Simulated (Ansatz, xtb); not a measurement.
# CH5GaSe: which of two isomers lies lower

Structure X is `[CH3][GaH][SeH]`, a singlet and structure Y is `C[Se][GaH2]`, a singlet. Both are isolated molecules in the gas phase, relaxed with PBE0-D4/def2-SVP; the shapes shown needn't be the lowest conformers.

X (Å):

```yaml
atoms:
  - { symbol: C, position_ang: [-1.1198, -0.3813, -1.6110] }
  - { symbol: Ga, position_ang: [-0.7684, -0.1005, 0.2967] }
  - { symbol: Se, position_ang: [1.0734, 1.2191, 0.8450] }
  - { symbol: H, position_ang: [-1.0974, -1.4581, -1.8424] }
  - { symbol: H, position_ang: [-0.3850, 0.1312, -2.2477] }
  - { symbol: H, position_ang: [-2.1262, -0.0128, -1.8660] }
  - { symbol: H, position_ang: [-1.6069, -0.6782, 1.4876] }
  - { symbol: H, position_ang: [0.8600, 1.0902, 2.2942] }
```

Y (Å):

```yaml
atoms:
  - { symbol: C, position_ang: [-0.8855, 1.1314, -0.1887] }
  - { symbol: Ga, position_ang: [1.1667, -1.3966, 0.2321] }
  - { symbol: Se, position_ang: [1.0575, 0.8739, -0.1623] }
  - { symbol: H, position_ang: [-1.1725, 1.5336, -1.1686] }
  - { symbol: H, position_ang: [-1.1542, 1.8495, 0.5965] }
  - { symbol: H, position_ang: [-1.4078, 0.1823, -0.0134] }
  - { symbol: H, position_ang: [2.5949, -2.0235, 0.3270] }
  - { symbol: H, position_ang: [-0.1992, -2.1505, 0.3773] }
```

Energies in hartree; the thermal terms are from PBE0-D4/def2-SVP harmonic frequencies (ideal gas, rigid rotor, one conformer each, 298.15 K, 1 atm) and include the zero-point energy:

```
                               X            Y
E, CCSD(T)/def2-SVP  −4363.973682  −4363.954683
    E, MP2/def2-SVP  −4363.936335  −4363.916445
  E, MP2/def2-TZVPP  −4364.613260  −4364.594617
  zero-point energy      0.050874      0.051547
       H(298 K) − E      0.058064      0.058479
       G(298 K) − E      0.019324      0.020366
```

**Question.** Correct the CCSD(T) difference for the basis set by the MP2 change, then work out ΔE, ΔE₀, ΔH and ΔG for X → Y in kJ/mol (1 Eh = 2625.50 kJ/mol) and the equilibrium ratio [Y]/[X].

**Answer.** 1. Differences Y − X: CCSD(T) +0.018999, MP2 in the small set +0.019890, MP2 in the large set +0.018643 Eh.
2. ΔE = +0.018999 + (+0.018643 − (+0.019890)) = +0.017752 Eh = +46.61 kJ/mol.
3. ΔE₀ = ΔE + ΔZPE = +0.017752 + (+0.000673) Eh = +48.37 kJ/mol.
4. ΔH = ΔE + (+0.000415) Eh = +47.70 kJ/mol.
5. ΔG = ΔE + (+0.001042) Eh = +49.34 kJ/mol, so ΔS = (ΔH − ΔG)/T = −5.5 J/(mol K).
6. kT = 0.9442 mEh, so K = [Y]/[X] = exp(−ΔG/kT) = exp(−19.91) ≈ 2.3 × 10^−9.

Structure X is favoured at this temperature. An error of 4 kJ/mol in ΔG would change K by a factor of 5. Mirror images and further conformers aren't counted.

As drawn, Y has 1 C–Se, 1 Ga–H in place of 1 C–Ga, 1 Se–H.

Other levels gave ΔE = +12.1 (GFN2-xTB); +24.0 (HF/STO-3G, GFN2-xTB geometries); +46.5 (r2SCAN-D4/def2-SVP, GFN2-xTB geometries); +46.2 (PBE0-D4/def2-SVP); +49.2 (HF/def2-SVP); +52.2 (MP2/def2-SVP); +49.9 (CCSD(T)/def2-SVP) kJ/mol. The correlated steps freeze 19 core orbitals; the filled d shell of Ga and Se is correlated, in a basis made for valence electrons. Programs: Ansatz 0.2.0, xtb 6.7.1.
